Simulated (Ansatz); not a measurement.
Relaxation of BClFHO (5 atoms, charge 0, multiplicity 1), to a largest force component of 0.02 eV/Å in at most 40 steps.

The calculation used Ansatz 0.2.0, RKS PBE0-D4/def2-SVP.

```xyz
5
Properties=species:S:1:pos:R:3
B 0.000 0.000 0.000
F 0.000 0.000 1.320
O 1.221 0.000 -0.705
H 1.521 -0.952 -0.860
Cl -1.611 0.000 -0.930
```

Question: Where does it end, and by what steps?

Answer: It converged. After 13 steps the energy has fallen by 0.676 eV; H4 moved furthest, 0.57 Å.

```
step  energy less start (eV)  largest force component (eV/Å)  accepted
   0                  0.0000                           2.042       yes
   1                 -0.1832                           1.188       yes
   2                 -0.2171                           0.792       yes
   3                 -0.2497                           0.233       yes
   4                 -0.2633                           0.308       yes
   5                 -0.2687                           0.269       yes
   6                 -0.3331                           0.667       yes
   7                 -0.3767                           1.364       yes
   8                 -0.5924                           0.611       yes
   9                 -0.6649                           0.252       yes
  10                 -0.6732                           0.105       yes
  11                 -0.6758                           0.061       yes
  12                 -0.6762                           0.029       yes
  13                 -0.6762                           0.003       yes
```

```xyz
5
Properties=species:S:1:pos:R:3
B 0.046 -0.078 0.085
F -0.116 0.276 1.342
O 1.274 -0.386 -0.352
H 1.299 -0.633 -1.282
Cl -1.373 -0.131 -0.968
```

Whether the end is a true minimum wasn't checked by a vibrational analysis.

Time of the run: 23 s on 1 thread of AMD EPYC 7R43 64-Core Processor (Zen 3) (shared host), peak memory 0.17 GiB.
